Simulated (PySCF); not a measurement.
## Nuclear quadrupole coupling in `C[N](C)[GeH2][SiH2]C1CC1`

Species: C₅H₁₅GeNSi.
Geometry (PBE0-D3(BJ)/def2-SVP, Å), atoms numbered from 1 in this order:
```xyz
23
C5H15GeNSi angstrom
C      2.7061   -0.9164   -0.1391
N      2.3908   -0.0652    0.9787
C      3.0146    1.2307    0.9082
Ge     0.6733   -0.1537    1.6602
Si    -0.9928    0.7511    0.1879
C     -2.7164    0.4910    0.8700
C     -3.9069    0.3573   -0.0492
C     -3.4040   -0.8413    0.6851
H      2.3719   -0.5145   -1.1212
H      2.2473   -1.9097   -0.0131
H      3.7992   -1.0687   -0.2093
H      4.1146    1.1253    0.8634
H      2.7114    1.8310    0.0219
H      2.7815    1.8237    1.8065
H      0.7081    0.6195    2.9962
H      0.3968   -1.6490    1.9273
H     -0.7189    2.2059   -0.0485
H     -0.9088    0.0511   -1.1364
H     -2.9167    0.9914    1.8246
H     -4.8504    0.8049    0.2754
H     -3.7373    0.4124   -1.1290
H     -3.9984   -1.2284    1.5173
H     -2.8860   -1.6179    0.1131
```

Field gradients from the PBE0/pcSseg-1 density (PySCF, non-relativistic), principal values in atomic units, ordered |Vxx| ≤ |Vyy| ≤ |Vzz|:

| atom | Vxx | Vyy | Vzz |
| --- | --- | --- | --- |
| N2 | 0.4875 | 0.7191 | -1.2066 |
| Ge4 | -0.2900 | -0.4062 | 0.6962 |

Q: Find the asymmetry η = (Vxx − Vyy)/Vzz and the couplings χ = eQV/h (234.96 MHz × Q in barn × V in au), with Q(14N) = 0.02044 b, Q(73Ge) = −0.196 b.

A: 
```tsv
atom	environment	nucleus	η	χzz (MHz)	χxx (MHz)	χyy (MHz)
N2	nitrogen bonded to 2 C and Ge	14N	0.19	-5.79	2.34	3.45
Ge4	germanium bonded to N, Si and 2 H	73Ge	0.17	-32.06	13.35	18.71
```

Q: What is Vzz at Ge4 in SI units (1 au = 9.71736 × 10²¹ V/m²)?

A: 0.6962 au = 6.765 × 10²¹ V/m².

Q: And the gradient at the other heavy atoms, for which no coupling is worked out here?

A: 
| atom | environment | Vzz (au) | η |
| --- | --- | --- | --- |
| C1 | N-methyl carbon | 0.198 | 0.12 |
| C3 | N-methyl carbon | 0.199 | 0.12 |
| Si5 | SiH2 silicon | -0.066 | 0.20 |
| C6 | sp3 carbon bound to silicon | 0.192 | 0.10 |
| C7 | three-membered-ring carbon | 0.177 | 0.08 |
| C8 | three-membered-ring carbon | 0.176 | 0.11 |

Were the hydrogens deuterons (Q(2H) = 0.00286 b), χzz would run from 89 kHz (H15 and H16) to 206 kHz (H22 and H20).

Isolated species at its PBE0-D3(BJ)/def2-SVP geometry (one conformer only). The calculation is non-relativistic, for germanium too. A larger basis could move these couplings by a tenth or more.
